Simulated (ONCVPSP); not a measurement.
## PBE ONCV dataset for K (Z = 19), scalar-relativistic all-electron reference.

Input for ONCVPSP 4.0.1:

```
# ATOM AND REFERENCE CONFIGURATION
# atsym  z   nc   nv     iexc    psfile
  K 19.00    5    1        4      upf
#
#   n    l    f
    1    0    2.00
    2    0    2.00
    2    1    6.00
    3    0    2.00
    3    1    6.00
    4    0    1.00
#
# PSEUDOPOTENTIAL AND OPTIMIZATION
# lmax
    2
#
#   l,   rc,      ep,       ncon, nbas, qcut
    0    4.00    0.00    3    8    1.30
    1    3.55    0.21    5    9    1.90
    2    3.90    0.03    4    7    2.10
#
# LOCAL POTENTIAL
# lloc, lpopt,  rc(5),   dvloc0
    4    4    2.80    1.00
#
# VANDERBILT-KLEINMAN-BYLANDER PROJECTORs
# l, nproj, debl
    0    2    3.20
    1    2    2.80
    2    1    0.40
#
# MODEL CORE CHARGE
# icmod, fcfact, rcfact
    3    4.00    1.50
#
# LOG DERIVATIVE ANALYSIS
# epsh1, epsh2, depsh
   -2.00    5.00    0.02
#
# OUTPUT GRID
# rlmax, drl
    6.00    0.01
#
# TEST CONFIGURATIONS
# ncnf
    2
# nvcnf
#   n    l    f
    1
    4    0    0.50
#
    2
    4    0    0.00
    4    1    1.00
#
```

Command:

```bash
oncvpsp.x < K.dat > K.out
```

Output (shortened: citation, most of the input echo, consistency checks and plot data are left out):

```
ONCVPSP  (Optimized Norm-Conservinng Vanderbilt PSeudopotential)
scalar-relativistic version 4.0.1

#   n    l    f        energy (Ha)
    1    0    2.00    -1.2944038E+02
    2    0    2.00    -1.2987412E+01
    2    1    6.00    -1.0294176E+01
    3    0    2.00    -1.2988362E+00
    3    1    6.00    -6.9138552E-01
    4    0    1.00    -8.5222953E-02

Reference configufation results
  iterations    25
  all-electron total energy (Ha)   -6.02086749D+02

Begin loop to  construct optimized pseudo wave functions
and semi-local pseudopoentials for all angular momenta

   Wellstate for l =  0  n =  9
     eigenvalue =   3.1148
     asymptotic potential =   3.6148
     half-point radius =  7.2386

Calculating optimized projector #   1

 for l=   0

    Fraction of norm inside rc  0.335484
    Optimizing pswf for qcut=   1.30 a_B^-1,  ecut=   0.84 Ha
    Residual kinetic energy error=  9.07D-04 Ha

    Energy error per electron        Cutoff
         Ha          eV             Ha
         0.01000     0.27211        0.11
         0.00100     0.02721        0.84
         0.00010     0.00272        7.31
         0.00001     0.00027       15.69

Calculating optimized projector #   2

 for l=   0

    Fraction of norm inside rc  0.168478
    Optimizing pswf for qcut=   1.30 a_B^-1,  ecut=   0.84 Ha
    Residual kinetic energy error=  7.11D-01 Ha

    Energy error per electron        Cutoff
         Ha          eV             Ha
         0.01000     0.27211        7.87
         0.00100     0.02721       19.40
         0.00010     0.00272       44.27
         0.00001     0.00027       97.97

   Wellstate for l =  1  n =  5
     eigenvalue =   0.2100
     asymptotic potential =   0.7100
     half-point radius = 11.2803

   Wellstate for l =  1  n =  8
     eigenvalue =   3.0100
     asymptotic potential =   3.5100
     half-point radius =  6.3846

Calculating optimized projector #   1

 for l=   1

    Fraction of norm inside rc  0.184631
    Optimizing pswf for qcut=   1.90 a_B^-1,  ecut=   1.80 Ha
    Residual kinetic energy error=  2.34D-04 Ha

    Energy error per electron        Cutoff
         Ha          eV             Ha
         0.01000     0.27211        0.46
         0.00100     0.02721        1.30
         0.00010     0.00272        6.81
         0.00001     0.00027       19.24

Calculating optimized projector #   2

 for l=   1

    Fraction of norm inside rc  0.184393
    Optimizing pswf for qcut=   1.90 a_B^-1,  ecut=   1.80 Ha
    Residual kinetic energy error=  9.01D-01 Ha

    Energy error per electron        Cutoff
         Ha          eV             Ha
         0.01000     0.27211        6.25
         0.00100     0.02721       11.09
         0.00010     0.00272       19.82
         0.00001     0.00027       23.64

   Wellstate for l =  2  n =  3
     eigenvalue =   0.0300
     asymptotic potential =   0.5300
     half-point radius = 13.2283

Calculating optimized projector #   1

 for l=   2

    Fraction of norm inside rc  0.400963
    Optimizing pswf for qcut=   2.10 a_B^-1,  ecut=   2.20 Ha
    Residual kinetic energy error=  1.79D-02 Ha

    Energy error per electron        Cutoff
         Ha          eV             Ha
         0.01000     0.27211        2.72
         0.00100     0.02721        9.45
         0.00010     0.00272       11.55
         0.00001     0.00027       16.09

Construct Vanderbilt / Kleinmman-Bylander projectors

B matrix Hermiticity error, ll=   0
   1   2    2.5368E-05

  Orthonormal projector coefficients  2.8205E+00  2.7292E-01

B matrix Hermiticity error, ll=   1
   1   2    1.6385E-05

  Orthonormal projector coefficients  1.2709E+00  3.3279E-01

Model core correction analysis
  based on d2Exc/dn_idn_j

d2excae - all-electron derivatives

   -3.551127D-02

d2excps - pseudofunction derivatives with no core correction

   -4.329790D-02

rms 2nd derivative error    7.786632E-03

rmatch, rhocmatch    3.2334    0.0168

Teter function model core charge with specified parameters

d2excps - pseudofunction derivatives with core correction

   -3.471058D-02

rms 2nd derivative error    8.006903E-04

Pseudoatom total energy   -0.158631

Diagnostic tests using Vanderbilt-Kleinman-Bylander pseudopotentials
  1 or more projectors used as specified by nproj input data

   l    rcore       rmatch      e in        delta e   norm test  slope test

   0   4.0104023   4.1321668  -0.0852230   0.0000219   1.0000395   0.9801394
run_diag: lschvkbbe ERROR   2   3   0  60  3.11477704E+00  3.25196007E+00
   0   4.0104023   4.1321668   3.1147770   0.1371830   2.0518847   0.6434766

   1   3.5581834   3.6662175   0.2100000   0.0000006   1.0000093   1.0000093
   1   3.5581834   3.6662175   3.0100000   0.0000022   1.0000283   1.0000283

   2   3.9155792   4.0344647   0.0300000   0.0000001   1.0000005   1.0000005

 Testing for bound ghosts
   n   l    E NL Schr. Eq   E Basis Diag.   E Cutoff

   1   0       -0.085201       -0.083980     16.20

   2   1       -0.030176       -0.016035     31.11

 Testing for highly-localized positive-energy ghosts
       l    <radius>/rc     E Basis Diag.   E Cutoff

       0        0.991609        2.052678     16.20  WARNING - GHOST(+)

       0        0.894991        3.386663     16.20  WARNING - GHOST(+)

Test configuration 0

   n   l     f        eae           eps        diff
   1   0  2.0000 -129.44038251
   2   0  2.0000  -12.98741239
   2   1  6.0000  -10.29417630
   3   0  2.0000   -1.29883616
   3   1  6.0000   -0.69138552
   4   0  1.0000   -0.08522295   -0.08520110    2.19D-05

    Total energies and differences
      AE_ref= -6.02086749D+02  AE_tst= -6.02086749D+02  dif=  0.00D+00
      PS_ref= -1.58630927D-01  PS_tst= -1.58630927D-01  dif= -2.78D-16
      PSP excitation error=  2.78D-16

Test configuration 1

   n   l     f        eae           eps        diff
   1   0  2.0000 -129.54504890
   2   0  2.0000  -13.09187533
   2   1  6.0000  -10.39864742
   3   0  2.0000   -1.40249466
   3   1  6.0000   -0.79458991
   4   0  0.5000   -0.15740455   -0.15853450   -1.13D-03

    Total energies and differences
      AE_ref= -6.02086749D+02  AE_tst= -6.02026429D+02  dif=  6.03D-02
      PS_ref= -1.58630927D-01  PS_tst= -9.79736264D-02  dif=  6.07D-02
      PSP excitation error= -3.37D-04

Test configuration 2

   n   l     f        eae           eps        diff
   1   0  2.0000 -129.49531323
   2   0  2.0000  -13.04238593
   2   1  6.0000  -10.34909875
   3   0  2.0000   -1.35323671
   3   1  6.0000   -0.74498413
   4   1  1.0000   -0.05098105   -0.05128517   -3.04D-04

    Total energies and differences
      AE_ref= -6.02086749D+02  AE_tst= -6.02029693D+02  dif=  5.71D-02
      PS_ref= -1.58630927D-01  PS_tst= -1.01928315D-01  dif=  5.67D-02
      PSP excitation error=  3.54D-04
```

The run took about 3.8 s on one core of a shared server CPU.
